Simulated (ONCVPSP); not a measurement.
## Ti, ONCV: configuration errors across variants

ONCVPSP 4.0.1 input, shortened (lines: element, Z, core and valence counts, functional; n l f; lmax; l rc ep ncon nbas qcut; lloc lpopt rc5 dvloc0; l nproj debl; icmod fcfact rcfact), PBEsol, scalar-relativistic:

```
  Ti 22.00    3    3  -116133      upf
    1    0    2.00
    2    0    2.00
    2    1    6.00
    3    0    2.00
    3    1    6.00
    3    2    2.00
    2
    0    0.95    0.00    4    7    7.90
    1    1.25    0.00    5    8   12.50
    2    1.70    0.00    3    7   10.70
    4    5    0.85    0.00
    0    2    0.90
    1    2    1.30
    2    2    0.30
    2    0.50    0.90
```

In the s channel the program set the typed energies aside and used -2.878, 0.250 Ha. In the p channel the program set the typed energies aside and used -2.008, 0.250 Ha. In the d channel the program set the typed energies aside and used -0.721, 0.250 Ha.

All-electron excitation energies from the reference (eV): (1) 3s2 3p6 3d2 4s2 -20.830; (2) 3s2 3p6 3d2 4s1 -13.471; (3) 3s2 3p6 3d1 26.896; (4) 3s2 3p6 3d2.5 4s1.5 -20.480.

Errors AE − PS in meV (a dash: test not solved or not reliable):

```
      change   (1)   (2)  (3)   (4)  bound ghosts  GHOST(+) flags above zero
        base  +2.7  +1.2  +43  +0.8          none                          s
 p: qcut 9.1  +2.7  +1.2  +44  +0.8          none                          s
p: qcut 11.3  +2.7  +1.2  +43  +0.8          none                          s
  p: qcut 13  +2.7  +1.2  +43  +0.8          none                          s
p: qcut 14.5  +2.7  +1.2  +43  +0.8          none                          s
p: qcut 16.5  +2.7  +1.2  +43  +0.8          none                          s
  p: qcut 19  +2.7  +1.2  +43  +0.8          none                          s
```

Q: Give the same row for: p: qcut 8.1.

A: +2.7, +1.2, +44, +0.8; bound ghosts: none; GHOST(+) flags above zero: s.
